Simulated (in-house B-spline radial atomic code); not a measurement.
Whole-atom quantities along the 34-electron series, configuration 1s2 2s2 2p6 3s2 3p6 3d10 4s2 4p1/2(2) 4p3/2(2). Breit and QED terms are first order and not part of the total energy; the density at the nucleus is averaged over the nuclear charge. Computed with a B-spline radial code for spherical atoms: Dirac-Hartree-Fock, jj configuration that fills j = l - 1/2 first, finite nuclei.

```csv
ion,Z,E/Z² (Eh),Σ<r²> (bohr²),n(0)/Z³ (bohr⁻³),Lamb diamagnetic shielding (ppm),repulsion over attraction,Breit energy (eV),self-energy (eV),vacuum polarisation (eV)
Se,34,-2.1009,40.918,0.99076,3063.26,0.16208,31.73,23.57,-2.3168
Br+,35,-2.1262,31.568,1.0126,3185.42,0.15991,35.056,26.073,-2.6093
Kr2+,36,?,?,?,?,?,?,?,?
Rb3+,37,-2.1748,21.832,1.0592,3429.63,0.15504,42.432,31.644,-3.2797
Sr4+,38,?,?,?,?,?,?,?,?
Zr6+,40,-2.2425,14.68,1.1365,3797.92,0.14736,55.437,41.536,-4.5291
Nb7+,41,-2.2638,13.151,1.1636,3921.5,0.14481,60.326,45.279,-5.0191
Mo8+,42,-2.2845,11.871,1.1908,4045.57,0.14229,65.507,49.26,-5.5499
Tc9+,43,?,?,?,?,?,?,?,?
Ru10+,44,-2.3242,9.8522,1.2516,4295.34,0.13737,76.783,57.979,-6.7447
Rh11+,45,-2.3433,9.0427,1.2847,4421.11,0.13498,82.898,62.737,-7.4142
```

Fill in the row of Kr2+.

E/Z² (Eh): -2.1509; Σ<r²> (bohr²): 25.825; n(0)/Z³ (bohr⁻³): 1.0353; Lamb diamagnetic shielding (ppm): 3307.47; repulsion over attraction: 0.15753; Breit energy (eV): 38.62; self-energy (eV): 28.762; vacuum polarisation (eV): -2.9296.

Fill in the row of Sr4+.

E/Z² (Eh): -2.198; Σ<r²> (bohr²): 18.857; n(0)/Z³ (bohr⁻³): 1.0839; Lamb diamagnetic shielding (ppm): 3552.04; repulsion over attraction: 0.15249; Breit energy (eV): 46.499; self-energy (eV): 34.728; vacuum polarisation (eV): -3.6616.

Fill in the row of Tc9+.

E/Z² (Eh): -2.3046; Σ<r²> (bohr²): 10.785; n(0)/Z³ (bohr⁻³): 1.2217; Lamb diamagnetic shielding (ppm): 4170.17; repulsion over attraction: 0.13981; Breit energy (eV): 70.99; self-energy (eV): 53.491; vacuum polarisation (eV): -6.1244.

With what power of Z does the column «self-energy (eV)» change over this range?

A fit of the logarithm of its size against log Z from Z = 34 to 45 has slope 3.49. One-loop self-energy scales as Z⁴F(Zα), with F falling from low Z to about Z = 90.
